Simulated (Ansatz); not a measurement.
Wavefunction ladder for `[CH3][AlH][SnH3]`

```json
{"atom": "C1", "x (Å)": "-1.4961", "y (Å)": "-0.0916", "z (Å)": "-1.3650"}
{"atom": "Al2", "x (Å)": "-0.5378", "y (Å)": "-0.7359", "z (Å)": "0.2075"}
{"atom": "Sn3", "x (Å)": "1.6445", "y (Å)": "0.4778", "z (Å)": "1.1308"}
{"atom": "H4", "x (Å)": "-1.5105", "y (Å)": "-0.8659", "z (Å)": "-2.1404"}
{"atom": "H5", "x (Å)": "-1.0675", "y (Å)": "0.8136", "z (Å)": "-1.7988"}
{"atom": "H6", "x (Å)": "-2.5433", "y (Å)": "0.1117", "z (Å)": "-1.1152"}
{"atom": "H7", "x (Å)": "-1.0655", "y (Å)": "-2.0298", "z (Å)": "0.9699"}
{"atom": "H8", "x (Å)": "1.4650", "y (Å)": "1.0092", "z (Å)": "2.7505"}
{"atom": "H9", "x (Å)": "2.0958", "y (Å)": "1.8622", "z (Å)": "0.2269"}
{"atom": "H10", "x (Å)": "3.0153", "y (Å)": "-0.5513", "z (Å)": "1.1337"}
```

The species carries charge 0 and has multiplicity 1. Correlated methods include outer-core shells of Sn, which these sets cover unevenly. Sn takes the def2 core potential. All single points use the PBE0-D4/def2-TZVP geometry. Frozen core, restricted reference, Ansatz.

```
     basis     HF (Eh)  MP2 corr.  CCSD corr.       (T)  CCSD(T) total
  def2-SVP  -497.07772   -0.33092    -0.38511  -0.01012     -497.47295
def2-TZVPP  -497.21634   -0.60065    -0.63938  -0.01936     -497.87508
def2-QZVPP  -497.22702   -0.83021           –         –              –
```
